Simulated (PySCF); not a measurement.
C7H10F2.
Cartesian coordinates in Å at the PBE0-D3(BJ)/def2-SVP level; atoms count from 1:
```xyz
19
C7H10F2 angstrom
F      1.9623   -0.8265    1.7729
C      2.0478   -0.4166    0.4822
F      2.6684   -1.4077   -0.2028
C      0.6914   -0.1580   -0.0801
C     -0.3262   -1.2828   -0.0324
C     -1.6813   -0.5838   -0.1954
C     -1.4929    0.8083    0.4238
C     -0.0326    1.1378    0.1892
C      0.5438    0.8664   -1.1681
H      2.6930    0.4803    0.4527
H     -0.2514   -1.7636    0.9565
H     -0.1441   -2.0580   -0.7923
H     -2.5046   -1.1465    0.2686
H     -1.9346   -0.4908   -1.2632
H     -2.1803    1.5570   -0.0020
H     -1.6785    0.7776    1.5103
H      0.4330    1.9189    0.7981
H      1.4403    1.4279   -1.4455
H     -0.1197    0.6495   -2.0099
```

Theory: TDDFT wB97X-D/def2-SVPD, vertical, gas phase, core orbitals frozen in the response (PySCF 2.14.0, density-fitted response routines).

Broadening: Gaussians 0.5 eV wide at half height, area fixed by f = 4.319×10⁻⁹ ∫ε dν̃. The width is an assumption, not a result. The curve ends short of the highest state used, and states not computed would add to its high-energy end.

E (eV), ε (L mol⁻¹ cm⁻¹) and a bar:
```
     7.48          1 
     7.52          3 
     7.57          6 
     7.61         11 
     7.65         18 
     7.70         34 #
     7.74         53 #
     7.79         89 ##
     7.83        130 ##
     7.87        183 ###
     7.92        268 #####
     7.96        352 ######
     8.01        473 ########
     8.05        581 ##########
     8.09        695 ############
     8.14        842 ###############
     8.18        959 #################
     8.23       1102 ####################
     8.27       1213 #####################
     8.31       1318 #######################
     8.36       1441 ##########################
     8.40       1529 ###########################
     8.45       1619 #############################
     8.49       1669 ##############################
     8.53       1695 ##############################
     8.58       1689 ##############################
     8.62       1654 #############################
     8.67       1578 ############################
     8.71       1500 ###########################
     8.76       1396 #########################
     8.80       1316 #######################
     8.84       1246 ######################
     8.89       1180 #####################
     8.93       1146 ####################
     8.98       1125 ####################
     9.02       1126 ####################
```

Task: Where are the band maxima, and which computed states make them?

Result: 145 nm (8.55 eV), ε about 1700, made up of S1 (14%), S2 (35%) and S3 (46%) (ε in L mol⁻¹ cm⁻¹; maxima over ε = 5, shares over 10%). At its high-energy end, 9.02 eV, the curve is still rising (ε about 1100, from S4, S5 and S6). The states used: S1 8.23 eV (f 0.014); S2 8.56 eV (f 0.011); S3 8.59 eV (f 0.015); S4 8.90 eV (f 0.0026); S5 8.94 eV (f 0.0032); S6 9.09 eV (f 0.010); S7 9.31 eV (f 0.0026); S8 9.50 eV (f 0.011); S9 9.57 eV (f 0.020); S10 9.62 eV (f 0.019).

Task: Coming from long wavelengths, where does ε first pass 100 L mol⁻¹ cm⁻¹?

Result: At about 159 nm (7.80 eV), 0.42 eV below S1.

Task: What would ε be at 8.55 eV, the highest of these maxima, with half the width (0.25 eV)?

Result: About 2690 L mol⁻¹ cm⁻¹ against 1700, a factor of about 1.6; a lone state at its own centre would give exactly 2.

All these states lie below the vertical ionisation energy of 10.13 eV (ΔSCF).

One conformer stands for the species.
